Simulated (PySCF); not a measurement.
Partial charges of `O=S(=O)(Cl)c1cccc([SiH3])c1`

Compound: C₆H₇ClO₂SSi.
Cartesian coordinates in Å at the GFN2-xTB level; atoms count from 1:
```xyz
18
C6H7ClO2SSi angstrom
O      3.825    0.196   -0.381
S      2.788   -0.719   -0.030
O      2.732   -1.993   -0.672
Cl     3.000   -1.095    1.972
C      1.205    0.070   -0.032
C      1.152    1.440    0.084
C     -0.098    2.040    0.114
C     -1.237    1.255    0.031
C     -1.176   -0.132   -0.089
Si    -2.754   -1.170   -0.242
C      0.083   -0.722   -0.115
H      2.069    2.003    0.140
H     -0.182    3.112    0.203
H     -2.207    1.732    0.060
H     -2.407   -2.575   -0.049
H     -3.698   -0.707    0.777
H     -3.312   -0.940   -1.577
H      0.208   -1.790   -0.208
```

Density: PBE0/pcSseg-1 (PySCF); schemes: Mulliken, IAO, Hirshfeld and ESP-fitted. One conformer (not necessarily the lowest) at the GFN2-xTB geometry, without solvent, vibrations or thermal averaging.

Which atoms carry the lowest charge in the Mulliken, IAO, Hirshfeld and ESP-fitted schemes?

The schemes don't all agree: Mulliken C5 (-0.535); IAO O1 (-0.829); Hirshfeld O1 and O3 (-0.274); ESP-fitted O1 (-0.399).

For which atoms does the sign change between the 4 schemes (beyond +0.03 e in one, beyond −0.03 e in another)?

C5, C6, C9 and C11.

Give the atomic charges in each scheme.

In e:

```json
{"atom": "O1", "environment": "sulfonyl oxygen", "Mulliken": "-0.467", "IAO": "-0.829", "Hirshfeld": "-0.274", "ESP-fitted": "-0.399"}
{"atom": "S2", "environment": "sulfonyl sulfur", "Mulliken": "+1.096", "IAO": "+1.984", "Hirshfeld": "+0.520", "ESP-fitted": "+0.765"}
{"atom": "O3", "environment": "sulfonyl oxygen", "Mulliken": "-0.465", "IAO": "-0.828", "Hirshfeld": "-0.274", "ESP-fitted": "-0.393"}
{"atom": "Cl4", "environment": "chlorine bonded to S", "Mulliken": "-0.137", "IAO": "-0.281", "Hirshfeld": "-0.084", "ESP-fitted": "-0.140"}
{"atom": "C5", "environment": "substituted aromatic carbon", "Mulliken": "-0.535", "IAO": "-0.238", "Hirshfeld": "-0.034", "ESP-fitted": "+0.171"}
{"atom": "C6", "environment": "aromatic CH carbon", "Mulliken": "+0.087", "IAO": "-0.128", "Hirshfeld": "-0.032", "ESP-fitted": "-0.283"}
{"atom": "C7", "environment": "aromatic CH carbon", "Mulliken": "-0.052", "IAO": "-0.141", "Hirshfeld": "-0.031", "ESP-fitted": "+0.006"}
{"atom": "C8", "environment": "aromatic CH carbon", "Mulliken": "-0.038", "IAO": "-0.118", "Hirshfeld": "-0.026", "ESP-fitted": "-0.288"}
{"atom": "C9", "environment": "substituted aromatic carbon", "Mulliken": "-0.364", "IAO": "-0.259", "Hirshfeld": "-0.080", "ESP-fitted": "+0.061"}
{"atom": "Si10", "environment": "SiH3 silicon", "Mulliken": "+0.574", "IAO": "+0.609", "Hirshfeld": "+0.326", "ESP-fitted": "+0.346"}
{"atom": "C11", "environment": "aromatic CH carbon", "Mulliken": "+0.122", "IAO": "-0.123", "Hirshfeld": "-0.038", "ESP-fitted": "-0.274"}
{"atom": "H12", "environment": "aromatic hydrogen", "Mulliken": "+0.109", "IAO": "+0.184", "Hirshfeld": "+0.060", "ESP-fitted": "+0.182"}
{"atom": "H13", "environment": "aromatic hydrogen", "Mulliken": "+0.108", "IAO": "+0.167", "Hirshfeld": "+0.063", "ESP-fitted": "+0.139"}
{"atom": "H14", "environment": "aromatic hydrogen", "Mulliken": "+0.093", "IAO": "+0.156", "Hirshfeld": "+0.057", "ESP-fitted": "+0.180"}
{"atom": "H15", "environment": "Si–H hydrogen", "Mulliken": "-0.086", "IAO": "-0.107", "Hirshfeld": "-0.065", "ESP-fitted": "-0.066"}
{"atom": "H16", "environment": "Si–H hydrogen", "Mulliken": "-0.079", "IAO": "-0.111", "Hirshfeld": "-0.070", "ESP-fitted": "-0.086"}
{"atom": "H17", "environment": "Si–H hydrogen", "Mulliken": "-0.064", "IAO": "-0.111", "Hirshfeld": "-0.071", "ESP-fitted": "-0.077"}
{"atom": "H18", "environment": "aromatic hydrogen", "Mulliken": "+0.097", "IAO": "+0.175", "Hirshfeld": "+0.052", "ESP-fitted": "+0.155"}
```

Mean size of the charges over all atoms: IAO 0.364 e, Mulliken 0.254 e, ESP-fitted 0.223 e, Hirshfeld 0.120 e. Each set sums to the total charge, 0, to within 0.001 e. The ESP scheme fits charges at the nuclei, held to the total charge, to the electrostatic potential on points at 1.4 to 2.0 times the van der Waals radii. The IAO scheme counts the electrons in orthogonalised intrinsic atomic orbitals, a minimal basis polarised so that it spans the occupied orbitals exactly.

How closely do the schemes follow one another over all atoms?

Correlation coefficient and root-mean-square difference: IAO with Hirshfeld 0.97, 0.411 e; Mulliken with IAO 0.93, 0.270 e; Mulliken with Hirshfeld 0.93, 0.217 e; Hirshfeld with ESP-fitted 0.89, 0.147 e; IAO with ESP-fitted 0.88, 0.359 e; Mulliken with ESP-fitted 0.71, 0.261 e.

How many electrons does the ESP-fitted scheme count on C5?

Z − q = 6 − (+0.171) = 5.829.
